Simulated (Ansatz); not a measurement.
Input and output for CoCl2.

```yaml
crystal:
  periodic: [false, false, false]
  atoms:
    - {symbol: Co, position_ang: [0.000056, 0.000035, -0.000002]}
    - {symbol: Cl, position_ang: [-0.015993, -0.020064, 2.088686]}
    - {symbol: Cl, position_ang: [0.015928, 0.020030, -2.088693]}
basis:
  gaussian: {orbitals: def2-mTZVP}
magnetization: {spin_polarized: false, initial_magnetization: 3}
hamiltonian: {xc: {name: SPW92}}
scf: {omitted_lower_state_checks: [starts]}
```

```sh
$ ansatz run in.yaml --threads 2 --pin off --events-out ev --progress --plain --max-ram 4352MiB
```

It prints (some lines left out):

```
Functional definition: SPW92
813 factors; their error is unknown
mean field evaluation 1: about -62512.3735 eV, gradient 9.8e1 eV
mean field evaluation 2: about -62036.9373 eV, gradient 3.8e2 eV
mean field evaluation 4: about -62447.3049 eV, gradient 2.1e2 eV
mean field evaluation 8: about -62524.7329 eV, gradient 6.5e0 eV
mean field evaluation 16: about -62525.2512 eV, gradient 7.3e-3 eV
mean field -62525.25117596 eV, -2297.7605995791 hartree, gradient 3.0e-6 eV, S^2 3.750000; 0 other end points of the search recorded, 0 dependent functions left out
reference -62525.25121309 eV, -2297.7606009437 hartree; 32, 29 occupied and 45, 48 virtual orbitals, 813 factors
Total energy: -62525.25121309 eV, -2297.7606009437 hartree
Checks for a lower state left out: starts
```

Run time 1.8 s (2 threads of Intel Xeon Platinum 8559C on a shared host).

With spin_polarized false and unpaired electrons the run is restricted open-shell.
